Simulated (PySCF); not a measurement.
Compound: 2-chloro-6-fluorotoluene, C₇H₆ClF.
Bonds: C1–C2, C2–C3 (aromatic), C3–F4, C3–C5 (aromatic), C5–C6 (aromatic), C6–C7 (aromatic), C7–C8 (aromatic), C8–Cl9, C2–C8 (aromatic). Hydrogens: H10, H11, H12 on C1; H13 on C5; H14 on C6; H15 on C7.

Method: PySCF 2.14.0, PBE0-D3(BJ)/def2-SVP geometry optimisation, gas phase.

Q: List the bond lengths and angles at this level.

A: 
| bond | length (pm) |
| --- | --- |
| C1–C2 | 149.5 |
| C2–C3 | 139.8 |
| C3–F4 | 133.5 |
| C3–C5 | 138.9 |
| C5–C6 | 139.2 |
| C6–C7 | 139.2 |
| C7–C8 | 139.4 |
| C8–Cl9 | 173.5 |
| C2–C8 | 140.3 |
| C1–H10, C1–H11, C1–H12 | 109.9 |
| C5–H13 | 109.1 |
| C6–H14 | 109.2 |
| C7–H15 | 109.1 |

Bonds in one row agree within 1 pm and their mean is given. A selection of angles:
| angle | degrees |
| --- | --- |
| C2–C1–H10 | 110.9 |
| H10–C1–H11 | 108.8 |
| H11–C1–H12 | 106.7 |
| C1–C2–C3 | 121.5 |
| C1–C2–C8 | 122.7 |
| C3–C2–C8 | 115.8 |
| C2–C3–F4 | 118.4 |
| C2–C3–C5 | 123.3 |
| F4–C3–C5 | 118.3 |
| C3–C5–C6 | 118.9 |
| C3–C5–H13 | 119.0 |
| C6–C5–H13 | 122.1 |
| C5–C6–C7 | 120.3 |
| C5–C6–H14 | 119.9 |
| C7–C6–H14 | 119.8 |
| C6–C7–C8 | 119.2 |
| C6–C7–H15 | 121.4 |
| C8–C7–H15 | 119.5 |
| C7–C8–Cl9 | 118.7 |
| C2–C8–C7 | 122.6 |
| C2–C8–Cl9 | 118.6 |

The 7 C–C bonds span 1.389 Å (C3–C5, aromatic) to 1.495 Å (C1–C2, drawn single), a spread of 0.106 Å. The 9 heavy atoms lie in one plane (0.000 Å rms). The 6-membered ring C2–C3–C5–C6–C7–C8 has internal angles of 115.8° to 123.3°; it is planar, 0.00 Å rms from its mean plane, widest ring torsion 0°. Of the pairs four or more bonds apart, F4···H10 is among the closest relative to their van der Waals radii: 2.36 Å, 88 % of the sum of Bondi's values.

Point group: Cs (tolerance 0.08 Å). Stationary, but not proved a minimum.
